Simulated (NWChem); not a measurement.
System: C2H5BF2; SMILES C(C)B(F)F

```xyz
10

B      0.0060     0.6093    -0.0002
F     -1.3270     0.6848    -0.0004
F      0.6565     1.7759     0.0008
C      0.7747    -0.7578    -0.0014
C     -0.0960    -2.0182     0.0012
H      1.4665    -0.7416     0.8720
H      1.4615    -0.7421    -0.8789
H     -0.7578    -2.0555    -0.8876
H     -0.7532    -2.0550     0.8934
H      0.5152    -2.9429    -0.0001
```
Atoms are numbered in this order, from 1.

Results from NWChem. All runs use the structure optimised with PBE-D3(BJ)/def2-SVP.

Task: Predict the results for PBE/def2-SVP. Quantities: highest occupied level (eV); orbital gap (eV); dipole (D).

Result: 
```yaml
highest occupied level (eV): -7.77
orbital gap (eV): 7.19
dipole (D): 1.51
```
